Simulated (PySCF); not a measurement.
Pyranone, C5H4O2.
Numbering: `[O:1]=[c:2]1[cH:3][cH:4][o:5][cH:6][cH:7]1` (hydrogens: H8 on C3; H9 on C4; H10 on C6; H11 on C7)

Level of theory: PBE/6-31+G* geometry optimisation, gas phase (PySCF).

Problem. What internal coordinates does the optimisation give?

Solution. 
```tsv
bond	length (Å)	order
O1=C2	1.244	double
C2–C3, C2–C7	1.472	aromatic
C3–C4, C6–C7	1.358	aromatic
C4–O5, O5–C6	1.367	aromatic
C3–H8, C7–H11	1.093	single
C4–H9, C6–H10	1.093	single
```

Bonds in one row agree within 0.01 Å and their mean is given. Orders are formal, as drawn. A selection of angles:
```tsv
angle	degrees
O1–C2–C3	123.6
C3–C2–C7	112.8
C2–C3–C4	121.2
C2–C3–H8	118.9
C4–C3–H8	119.9
C3–C4–O5	123.7
C3–C4–H9	125.7
O5–C4–H9	110.6
C4–O5–C6	117.5
```

The 7 heavy atoms lie in one plane (0.002 Å rms). The C–O distances run from 1.244 Å (O1=C2, drawn double) to 1.368 Å (O5–C6, drawn aromatic), a spread of 0.124 Å. The 6-membered ring C2–C3–C4–O5–C6–C7 has internal angles of 112.8° to 123.7°; it is planar, 0.00 Å rms from its mean plane, widest ring torsion 0°. The C–C distances run from 1.358 Å (C6–C7, drawn aromatic) to 1.472 Å (C2–C7, drawn aromatic), a spread of 0.114 Å.

Point group: C2v (tolerance 0.08 Å). Whether it is a minimum is left open (no frequencies).
